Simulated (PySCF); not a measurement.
**Radial density of Te⁺ (tellurium, charge +1)**

r2SCANh, [Kr] 4d10 5s2 5p3, high-spin 4S determinant. Calculation: PySCF 2.14, in x2c-QZVPPall; scalar relativity by spin-free X2C-1e.

| r (bohr) | 4πr²ρ (e/bohr) | 4πr²(ρα − ρβ) |
| --- | --- | --- |
| 0.0301 | 60.69 | 0.0278 |
| 0.0507 | 64.69 | 0.0611 |
| 0.0853 | 86.91 | 0.0349 |
| 0.143 | 63.39 | 0.0026 |
| 0.241 | 72.29 | 0.1252 |
| 0.406 | 34.65 | 0.0134 |
| 0.683 | 26.44 | 0.2824 |
| 1.15 | 12.62 | 0.0683 |
| 1.93 | 3.673 | 1.5648 |
| 3.25 | 0.9379 | 0.7081 |
| 5.46 | 0.02586 | 0.0231 |
| 9.19 | 3.936e-05 | 0.0000 |

Densities and radii are taken from the X2C orbitals without a picture-change correction, which distorts them close to the nucleus.
